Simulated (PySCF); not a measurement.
An unknown is described by computed data only.

Elements present: Al, C, F and H. Monoisotopic mass: 97.9924 u.

| Property | Result |
| --- | --- |
| 1H NMR | chemical shifts (computed TMS as zero) by class: 5.11 (2 H) ppm [GIAO B3LYP/pcSseg-1 (pcSseg-2 on Al)] |
| 13C NMR | chemical shifts (computed TMS as zero) by class: 138.8 (1 C) ppm [GIAO B3LYP/pcSseg-1 (pcSseg-2 on Al)] |
| Rotational structure | rotational constants A, B, C: 5.462, 2.877, 2.817 GHz [PBE0-D3(BJ)/def2-SVP] |
| Triplet | lowest triplet excitation (Tamm–Dancoff): 4.94 eV [TDA CAM-B3LYP/def2-SVPD] |
| UV, first state | lowest singlet excitation: 5.38 eV (231 nm, f = 0.001) [TDDFT CAM-B3LYP/def2-SVPD] |
| XPS | C1s 297.0, F1s 693.6 (×3), Al1s 1568.2 eV [ΔSCF SCAN, pcX-2 on the ionised atom, pcseg-1 elsewhere, spin-free X2C] |

The electronic properties come from PySCF, for the isolated species, density fitting. Levels stand in brackets. Isolated species at its PBE0-D3(BJ)/def2-SVP geometry, gas phase. Each NMR value is the plain mean over a class of atoms that symmetry, rotation or inversion makes alike.

**Question.** Which formula fits the mass and the elements?

**Answer.** CH2AlF3 (calculated 97.9924). No other formula that holds each of these elements comes within 0.0003 u with a fitting electron parity and a possible valence count.

**Question.** Give a SMILES that accounts for the data.

**Answer.** The one carbon: carbon bonded to Al and 3 F (138.8 ppm). All hydrogens form one class (5.11 ppm): hydrogen on aluminium. The core levels belong to: C1s 297.0 eV, carbon bonded to Al and 3 F; F1s 693.6 eV, fluorine bonded to C; Al1s 1568.2 eV, aluminium bonded to C and 2 H. One atom of each topological class was ionised and stands for its class. By its constants the optimised geometry is a nearly prolate symmetric top. Structure: `[H][Al]([H])[C](F)(F)F` (AlH2(CF3)). The assignments are read from this structure; whether some other isomer fits the data as well wasn't checked.
